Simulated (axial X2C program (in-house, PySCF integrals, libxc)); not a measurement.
## Outer orbitals of GeN⁺ at 1.905 Å, PBE0

All values were computed with an in-house all-electron X2C program for linear molecules (integrals from PySCF). Spin-free means the one-electron spin-free X2C Hamiltonian; two-component (2c) means X2C with spin–orbit coupling and atomic mean-field two-electron Coulomb and Gaunt terms, so the difference of the two also holds small scalar two-electron terms. Basis: Ge dyall-cv3z [9s9p7d4f1g], N dyall-av3z [7s7p3d2f] (cores contracted in-house); Gaussian nuclei, density fitting, unrestricted open shells. Masses: Ge 73.921 u, N 14.003 u.

The distance is close to the 2c PBE0 minimum; the highest filled and lowest empty levels are listed.

Spin-free orbitals, state M_S = 1, Λ = 0 (beyond evenly filled blocks: π+α, π-α) (Löwdin shares):

```tsv
symmetry	occupied	ε (eV)	atomic character
σα	yes	-29.91	72% N s, 9% Ge p, 8% Ge s
σβ	yes	-26.67	63% N s, 15% Ge s, 8% Ge p
σα	yes	-20.72	54% Ge s, 26% N p, 11% N s
σβ	yes	-19.92	51% Ge s, 19% N p, 17% N s
π+α	yes	-16.72	85% N p, 9% Ge p, 3% Ge d
π-α	yes	-16.72	85% N p, 9% Ge p, 3% Ge d
σα	yes	-15.33	55% N p, 27% Ge p, 12% Ge s
σβ	yes	-14.57	57% N p, 28% Ge p, 8% Ge s
π+β	no	-11.24	52% Ge p, 42% N p, 4% N d
π-β	no	-11.24	52% Ge p, 42% N p, 4% N d
π+α	no	-9.76	75% Ge p, 12% N p, 8% N d
π-α	no	-9.76	75% Ge p, 12% N p, 8% N d
```

Spinors with spin–orbit coupling (state Ω = 1):

| ω | occupied | ε (eV) | atomic character | λ mixture |
| --- | --- | --- | --- | --- |
| 1/2 | yes | -29.91 | 72% N s, 9% Ge p, 8% Ge s | 100% σ |
| -1/2 | yes | -26.67 | 63% N s, 15% Ge s, 8% Ge p | 100% σ |
| 1/2 | yes | -20.72 | 54% Ge s, 26% N p, 11% N s | 100% σ |
| -1/2 | yes | -19.91 | 51% Ge s, 19% N p, 17% N s | 100% σ |
| -1/2 | yes | -16.73 | 85% N p, 10% Ge p, 3% Ge d | 100% π |
| 3/2 | yes | -16.71 | 85% N p, 9% Ge p, 3% Ge d | 100% π |
| 1/2 | yes | -15.33 | 55% N p, 27% Ge p, 12% Ge s | 100% σ |
| -1/2 | yes | -14.57 | 57% N p, 28% Ge p, 8% Ge s | 100% σ |
| 1/2 | no | -11.28 | 53% Ge p, 41% N p, 4% N d | 100% π |
| -3/2 | no | -11.19 | 51% Ge p, 43% N p, 4% N d | 100% π |
| -1/2 | no | -9.82 | 75% Ge p, 12% N p, 8% N d | 100% π |
| 3/2 | no | -9.69 | 75% Ge p, 11% N p, 8% N d | 100% π |

(1) How does the gap between the highest filled and lowest empty level change from the spin-free to the 2c table?

Mulliken charges and populations of the two-component result (they depend on the basis, above all on diffuse functions):

Ge 1.19 e (s 7.92 p 12.82 d 10.05 f 0.01), N -0.19 e (s 3.98 p 3.17 d 0.04). ⟨Lz⟩ = 0.00 ħ and ⟨Sz⟩ = 1.00 ħ (0.08 and 0.92 on the two atoms), which add up to Ω.

The state is a single determinant with fixed occupations, the lowest that a limited PBE0 search found. Density functionals use the spin component along the axis (collinear). With several unpaired electrons one determinant need not be a pure state. Open-shell Ω = 0 determinants with evenly filled partner blocks cannot be reached by this program, so the Ω shown need not be the lowest component. This is the Ω = 1 component of a π² triplet; the 0⁺ component is not one determinant and can lie lowest.

## Answers

(1) From 3.33 to 3.29 eV at PBE0, a change of -0.04 eV.
